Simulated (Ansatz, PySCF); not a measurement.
Reaction (SMILES): NB(N)Cl + H+ -> NB([NH3+])Cl
Structures are relaxed separately at B3LYP-D3(BJ)/def2-TZVP in Ansatz (a quantum-chemistry and plane-wave program), one conformer each, not searched for the lowest. Frequencies are from Ansatz.

Quantity: proton affinity (0 K, with B3LYP-D3(BJ) harmonic zero-point energies), positive where the reaction releases energy, in eV. Cores are frozen in the correlated levels unless marked. Spin-orbit coupling is left out. Non-relativistic. CBS marks a two-point X^-3 extrapolation of the correlation energy; Hartree-Fock from the larger set. The bracket is a focal-point correction in the basis named.

| level | program | proton affinity (eV) |
|---|---|---|
| HF-D4/def2-TZVPD | PySCF + dftd4 | ___ |
| PBE-D3(BJ)/def2-TZVPD | Ansatz + dftd3 | 8.65 |
| BLYP/def2-TZVPD | Ansatz | ___ |
| revPBE-D4/def2-TZVPD | Ansatz + dftd4 | ___ |
| r2SCAN/def2-TZVPD | Ansatz | 8.65 |
| r2SCAN-D3(BJ)/def2-TZVPD | Ansatz + dftd3 | 8.66 |
| TPSSh/def2-TZVPD | PySCF | ___ |
| r2SCANh-D4/def2-TZVPD | Ansatz + dftd4 | 8.64 |
| HSE06-D4/def2-TZVPD | Ansatz + dftd4 | 8.66 |
| SCS-MP2/cc-pV(T+d)Z | Ansatz | 8.79 |
| CCSD(T) with core electrons (1s frozen past Ne)/cc-pwCVTZ | Ansatz | 8.78 |
| RI-MP2/CBS(cc-pV(T+d)Z,cc-pV(Q+d)Z)+[CCSD(T)-MP2]/cc-pV(T+d)Z | Ansatz | 8.65 |

Task: Fill in the missing entries.

Result: 
- HF-D4/def2-TZVPD, proton affinity (eV): 8.67
- BLYP/def2-TZVPD, proton affinity (eV): 8.59
- revPBE-D4/def2-TZVPD, proton affinity (eV): 8.72
- TPSSh/def2-TZVPD, proton affinity (eV): 8.74
